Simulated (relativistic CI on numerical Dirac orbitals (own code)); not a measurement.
**Hyperfine structure of Ag¹⁵⁺, mass number 107**

Method of calculation: Dirac-Coulomb-Breit CI, separate exchange-only KLI orbitals for each configuration, model QED (radiative potential, 1s self-energy scaled to tabulated hydrogen-like ionisation energies), unscaled Slater integrals (own radial code, finite nucleus).

CI space (outside the closed core [Ar] 3d10): 4s²4p², 4s4p³, 4p⁴, 4s²4p4d, 4s4p²4d, 4s²4p4f, 4s4p²4f, 4p³4d, 4s4p4d², 4s²4p5s, 4s²4d4f, 4s²4d², 4s4d³, 4s4d²4f, 4p²4d², 4p4d³, 4p4d²4f, 4p4d²5s, 4s²4f², 4s4d4f², 4s4f³, 4p²4f², 4p4d4f², 4p4f³, 4p4f²5s, 4s²4d5s, 4s4d²5s, 4s4d4f5s. Double excitations out of closed p, d and f shells are left out; levels of such configurations are missing from the list, as are those of other unlisted configurations, and high levels can miss mixing partners.

Nuclear spin I = 1/2, μ = -0.11352 μN (tables of Stone and Pyykkö). The electronic factors are computed for point nuclear moments, without core polarisation or the Bohr-Weisskopf and QED corrections.

```
     Level  E (cm⁻¹)  A (MHz)
4s²4p² ³P1     42226    384.7
4s²4p² ³P2     56830    -3623
4s²4p² ¹D2    111636    -2018
4s4p³ ⁵S°2    303559    -9248
4s4p³ ³D°1    367907     5037
4s4p³ ³D°2    373832    -6443
4s4p³ ³D°3    390352    -8418
4s4p³ ³P°1    431985    -9953
```

Levels with J = 0, under 50 % of one LS term, or S terms without an open s electron are left out. Small factors come from cancelling terms and can be off by tens of per cent or more.

At this charge energies of transitions that change n are usually good to better than 1 %, and those within a shell (Δn = 0) to a few per cent.

Q: Give the hyperfine levels of 4s²4p² ³P2 relative to its centre of gravity.

A: With K = F(F + 1) − I(I + 1) − J(J + 1), E = AK/2: F = 3/2: 5434, F = 5/2: -3623 MHz.

LS names give the leading component of a level, which can be under half, so a name can repeat, a term be missing and a line seem to break the LS rules.
